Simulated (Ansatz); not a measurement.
One change: `O[SiH2]N[SiH](O)F` becomes `C[Si@H](O)N[Si@@H](O)F`.

Ansatz, PBE0-D4/def2-TZVP geometries, multiplicity 1. Each molecule was computed in one conformer, which needn't be the lowest.

```tsv
property	`O[SiH2]N[SiH](O)F`
HOMO energy (PBE0/def2-TZVPP) / eV	-8.30
size of the dipole moment (ωB97M-V/def2-TZVPP) / D	1.81
size of the dipole moment (PBE/def2-TZVPP) / D	1.78
size of the dipole moment (B3LYP/def2-TZVPP) / D	1.77
HOMO–LUMO gap (PBE/def2-TZVPP) / eV	6.49
LUMO energy (B3LYP/def2-TZVPP) / eV	0.22
```

Task: Give the same properties after the change, and the shifts. (Best estimate.)

Result: Ansatz gave: 
```csv
property,`C[Si@H](O)N[Si@@H](O)F`,shift
HOMO energy (PBE0/def2-TZVPP) / eV,-8.07,0.23
size of the dipole moment (ωB97M-V/def2-TZVPP) / D,0.99,-0.82
size of the dipole moment (PBE/def2-TZVPP) / D,0.89,-0.89
size of the dipole moment (B3LYP/def2-TZVPP) / D,0.99,-0.78
HOMO–LUMO gap (PBE/def2-TZVPP) / eV,6.30,-0.19
LUMO energy (B3LYP/def2-TZVPP) / eV,0.20,-0.02
```

With PBE0 the HOMO rises by 0.23 eV and the LUMO rises by 0.05 eV, so the gap narrows by about 0.18 eV. PBE moves the HOMO by 0.22 eV and ωB97M-V by 0.23 eV. Dipoles are sizes alone; their direction can turn.

B3LYP here is the variant with VWN-RPA as its local correlation; programs differ in this.
